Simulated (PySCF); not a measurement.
Species: C4H10O2Si.
Numbering: `[CH3:1][CH2:2][O:3]/[CH:4]=[CH:5]\[O:6][SiH3:7]` (hydrogens: H8, H9, H10 on C1; H11, H12 on C2; H13 on C4; H14 on C5; H15, H16, H17 on Si7)

Structure used (PBE0-D3(BJ)/def2-SVP), in Å, numbered top down from 1:
```xyz
17
C4H10O2Si angstrom
C     -2.1418    1.0495    0.4304
C     -1.5117   -0.2444   -0.0183
O     -0.3197   -0.4450    0.7142
C      0.3219   -1.6220    0.4816
C      1.6401   -1.6421    0.2546
O      2.4346   -0.5597    0.1747
Si     2.0406    1.0754    0.2878
H     -2.3595    1.0193    1.5080
H     -1.4669    1.8968    0.2399
H     -3.0816    1.2266   -0.1125
H     -1.2840   -0.2233   -1.1009
H     -2.1968   -1.0969    0.1555
H     -0.2688   -2.5437    0.5285
H      2.1708   -2.5908    0.1388
H      1.0918    1.5051   -0.7825
H      1.5456    1.4602    1.6378
H      3.3513    1.7432    0.0461
```

Computed with PySCF at PBE0/pcSseg-1, non-relativistic, on one gas-phase PBE0-D3(BJ)/def2-SVP geometry that isn't relaxed in the solvent. The solvent is an IEF-PCM continuum (van der Waals radii × 1.2). The model holds no explicit solvent molecules, cavitation or dispersion.

```json
{"run": "gas", "E − E(gas) (kJ/mol)": "0.00", "HOMO (eV)": "-6.23", "HOMO–LUMO gap (eV)": "6.85", "dipole (D)": "2.30"}
{"run": "P", "E − E(gas) (kJ/mol)": "-12.56", "HOMO (eV)": "-6.27", "HOMO–LUMO gap (eV)": "6.84", "dipole (D)": "2.85"}
{"run": "Q", "E − E(gas) (kJ/mol)": "-5.58", "HOMO (eV)": "-6.23", "HOMO–LUMO gap (eV)": "6.85", "dipole (D)": "2.55"}
```

**Question.** The runs were made in cyclohexane and dichloromethane. Which run belongs to which solvent?

**Answer.** P = dichloromethane, Q = cyclohexane. The dielectric constants are 2.017 (cyclohexane), 8.93 (dichloromethane), and the energy falls further as ε rises. In this model the ground state sees the solvent through ε alone.

**Question.** How constant is the ratio of the lowering to (ε − 1)/(2ε + 1)?

**Answer.** 
```csv
solvent,(ε − 1)/(2ε + 1),E − E(gas) (kJ/mol),ratio (kJ/mol),polarisation term (kJ/mol)
cyclohexane,0.202,-5.58,-27.6,-5.85
dichloromethane,0.420,-12.56,-29.9,-14.03
```

The ratio changes by +8.2 % in size from cyclohexane to dichloromethane. The polarisation term is half the interaction of the solute with the induced surface charges.

On one thread, Arm Neoverse V2 (aarch64), no GPU, on a shared host, this took 21 s and 0.99 GiB of memory at its peak. This is the whole shielding run at PBE0/pcSseg-1 in dichloromethane, SCF included.
